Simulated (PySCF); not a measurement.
GeH₂ClBr, SMILES [Cl][GeH2][Br]. Geometry optimised at r2SCAN-D4/def2-SVP.

Computed equilibrium geometry at r2SCAN-D4/def2-SVP (PySCF confirms it by a frequency run) as Cartesian coordinates in Å, and its point group:
point group Cs.
```xyz
5

Ge     0.6860     0.5462     0.0000
Cl    -0.8584     2.0502     0.0000
Br    -0.2953    -1.5348     0.0000
H      1.4880     0.6945     1.2925
H      1.4880     0.6945    -1.2925
```
